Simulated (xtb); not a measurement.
C₈H₈, SMILES c1cccc(c1=C)=C. All values are semi-empirical tight-binding results from xtb (GFN2-xTB unless named), good for trends rather than for accurate numbers. Geometry: GFN2-xTB.

| Quantity | Result |
|---|---|
| point group as xtb finds it | C2v |
| orbital gap | 1.97 eV |
| dipole moment | 0.00 D |
| zero-point energy | 80.5 kcal/mol |
| G − E(el) at 298.15 K (modified RRHO) | 61.4 kcal/mol |
| static polarisability (D4 model) | 90.4 bohr³ |
| solvation energy, GFN2-xTB/ALPB(water) | -0.9 kcal/mol |
| solvation energy, GFN2-xTB/ALPB(hexane) | -5.2 kcal/mol |

Computed IR lines (harmonic; lines under 4 % of the strongest left out, lines within 3 cm⁻¹ merged):
ν (cm⁻¹): 597 (w), 790 (m), 859 (s), 3067 (m), 3080 (vs), 3089 (s), 3111 (m), 3142 (m), 3150 (m) (against the strongest line: vs over 80 %, s over 45 %, m over 15 %, w over 4 %, vw less)
